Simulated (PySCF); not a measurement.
Vertical excitations of a molecule C₂H₅BO₃ from TDDFT-B3LYP/def2-SVPD run with PySCF, as energy in eV (oscillator strength): 4.50 (0.000), 6.25 (0.001), 6.81 (0.030), 7.03 (0.033), 7.56 (0.004), 7.56 (0.091), 7.69 (0.117), 7.99 (0.000), 8.12 (0.000), 8.22 (0.001). Lowest triplet (TDA): 3.92 eV. Coordinates come from a B3LYP-D3(BJ)/def2-SVP optimisation. Other conformers were not sampled.

Problem. Which structure fits?
A) OB1COCO1
B) CB(O)C(=O)O
C) CC1OB(O)O1
D) CC(=O)B(O)O

Solution. B, CB(O)C(=O)O
